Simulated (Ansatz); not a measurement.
Reactions of BBr₂HO (`OB(Br)Br`).

Calculated with Ansatz (gas phase, PBE0-D4/def2-TZVP geometries, no zero-point term in ΔE). CCSD(T)/CBS is the MP2 limit (def2-TZVPP, def2-QZVPP) plus CCSD(T) − MP2 in def2-TZVPP, frozen cores. This one scheme is used for every species. DFT in def2-TZVPP. def2 core potentials past Kr. For Br, Ge, I, Sn outer-core shells are correlated without core-valence functions, which leaves a few kJ/mol of doubt a bond. Scalar relativity is left out up to krypton. One conformer a species, not always the lowest.

| reaction | ωB97M-V (kJ/mol) |
| --- | --- |
| `OB(Br)Br` + `COC1=C(F)C1` → `COB(Br)Br` + `OC1=C(F)C1` | 6 |
| `OB(Br)Br` + `C[O][Ge][SH]` → `COB(O)Br` + `[SH][Ge][Br]` | -115 |
| `OB(Br)Br` + `COB(O)Cl` → `ClB(Br)Br` + `COB(O)O` | 20 |
| `OB(Br)Br` + `CCc1ccccc1` → `CCB(O)Br` + `Brc1ccccc1` | 87 |
| `OB(Br)Br` + `N[Si]1(F)CO1` → `NB(Br)Br` + `O[Si]1(F)CO1` | -30 |
| `OB(Br)Br` + BH₃ → `BB(O)Br` + HBr | 72 |
| `OB(Br)Br` + `BC(O)[SiH3]` → `BB(O)Br` + `OC([SiH3])Br` | 135 |
| `OB(Br)Br` + `ClC(Cl)Br` → `BrB(Br)Br` + `OC(Cl)Cl` | 46 |
| `OB(Br)Br` + `FC(Br)I` → `OB(F)Br` + `BrC(Br)I` | -77 |
| `OB(Br)Br` + `C[N](C)[Sn][Cl]` → `CN(C)B(O)Br` + `[Cl][Sn][Br]` | -151 |

**Question.** Give the CCSD(T)/CBS values in the same order. (An estimate is asked.)

**Answer.** The calculation gave: 5, -110, 15, 89, -32, 73, 129, 46, -85, -142 kJ/mol.

Largest T1 diagnostic: 0.017, for `C[N](C)[Sn][Cl]`.
